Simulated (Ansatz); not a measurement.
A made-up structure of CH3SSe (charge -1), singlet:

```xyz
6
angstrom
S -1.4509 -1.1236 0.2138
C -0.1558 -0.1822 -0.5200
Se 1.3040 0.5079 0.7363
H 0.4563 -0.7464 -1.2315
H -1.1522 -2.3862 0.6214
H 0.3475 0.8130 1.8070
```

It is relaxed with PBE-D4/def2-SVPD and then PBE0-D4/def2-TZVPD (Ansatz 0.2.0). Atoms count as bonded within 1.22 times the sum of their covalent radii (H–H: 0.88 Å). The end point is not checked to be a true minimum.

Q: Does its bonding change? (Judge from chemistry; the calculation decides.)

A: By the calculation: No: no bond forms or breaks.

Where it ends: The first stage lowers the energy by 0.29 eV in 11 steps. It ends as CH₃SSe ([SH][CH][SeH]), total charge -1:
| atom | x (Å) | y (Å) | z (Å) |
| --- | --- | --- | --- |
| S1 | -1.5296 | -1.3188 | 0.1123 |
| C2 | -0.2083 | -0.2665 | -0.2550 |
| Se3 | 1.0788 | 0.0832 | 1.1169 |
| H4 | 0.3196 | -0.5052 | -1.1761 |
| H5 | -1.0486 | -2.5980 | 0.3503 |
| H6 | 0.7370 | 1.4878 | 1.4788 |

Labels in which every atom is bracketed show which atoms are joined, not bond orders.

For scale, one of the runs: PBE0-D4/def2-TZVPD relaxation, 167 basis functions, launched by `ansatz run in.yaml --threads 2 --pin off --events-out ev --progress --plain --max-ram 4352MiB`. Hardware: 2 CPU threads of an AMD EPYC 7R13, shared host. Wall time about 36 s.
